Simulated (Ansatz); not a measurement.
Reaction (ligand exchange at a Ge–C bond): `[SiH3]C#[C][GeH3]` + `F[SiH](F)S` → `F[SiH](F)[S][GeH3]` + `C#C[SiH3]`

Isolated molecules relaxed with PBE0-D4/def2-TZVP in Ansatz; ΔE leaves out vibrations. CBS: MP2 limit from def2 TZ/QZ plus the TZ coupled-cluster correction, frozen cores. DFT in def2-TZVPP. B3LYP here is the variant with VWN-RPA as its local correlation; programs differ in this. For Ge outer-core shells are correlated without core-valence functions, which leaves a few kJ/mol of doubt a bond. Scalar relativity is left out up to krypton. One conformer a species, not always the lowest.

`[SiH3]C#[C][GeH3]`:

```xyz
10

Si    0.858   -2.255    0.478
C     0.223   -0.585    0.119
C    -0.201    0.528   -0.117
Ge   -0.864    2.272   -0.482
H    -0.062   -3.266   -0.097
H     2.205   -2.410   -0.123
H     0.945   -2.442    1.948
H    -2.083    2.149   -1.403
H     0.242    3.082   -1.167
H    -1.263    2.928    0.845
```

`F[SiH](F)S`:

```xyz
6

F     0.949    1.395    0.214
Si    0.045    0.264   -0.430
F     1.060   -0.755   -1.095
S    -1.149   -0.682    1.023
H    -0.819    0.850   -1.465
H    -0.087   -1.072    1.752
```

`F[SiH](F)[S][GeH3]`:

Cartesian coordinates in Å:
```
F 0.626 -0.534 2.164
Si 0.996 -1.078 0.720
F -0.220 -2.016 0.309
S 1.245 0.474 -0.661
Ge -0.896 1.141 -0.809
H 2.224 -1.880 0.820
H -1.560 0.998 0.564
H -0.810 2.607 -1.242
H -1.606 0.289 -1.865
```

`C#C[SiH3]`:

Cartesian coordinates in Å:
```
C -1.875 -0.503 -0.280
C -0.722 -0.194 -0.108
Si 1.021 0.274 0.152
H -2.894 -0.777 -0.432
H 1.210 0.696 1.561
H 1.890 -0.892 -0.140
H 1.368 1.395 -0.755
```

(1) Is it downhill or uphill in electronic energy at CCSD(T)/CBS, and by how much? (Best estimate.)

(2) What do these levels give: r2SCAN-D4, ωB97M-V, B2PLYP, r2SCAN, PBE0, B3LYP, HF/def2-TZVPP, SCS-MP2/def2-TZVPP, MP2/def2-QZVPP, HF/CBS(def2), MP2/CBS(def2), CCSD/CBS(def2)? (Estimate.)

Largest T1 diagnostic among the species: 0.013.

Results:

(1) Computed: Downhill: ΔE = -8.4 kcal/mol.

(2) The calculation gave: r2SCAN-D4 -9.1, ωB97M-V -9.0, B2PLYP -7.7, r2SCAN -8.9, PBE0 -8.6, B3LYP -7.8, HF/def2-TZVPP -7.7, SCS-MP2/def2-TZVPP -7.1, MP2/def2-QZVPP -8.3, HF/CBS(def2) -7.7, MP2/CBS(def2) -8.8, CCSD/CBS(def2) -8.4 kcal/mol.

The D4 term adds −1.4 kcal/mol with B3LYP and −0.7 kcal/mol with PBE0; it sums over pairs of atoms, weighted by their polarisabilities, and B3LYP, whose exchange is more repulsive, gets the larger term.
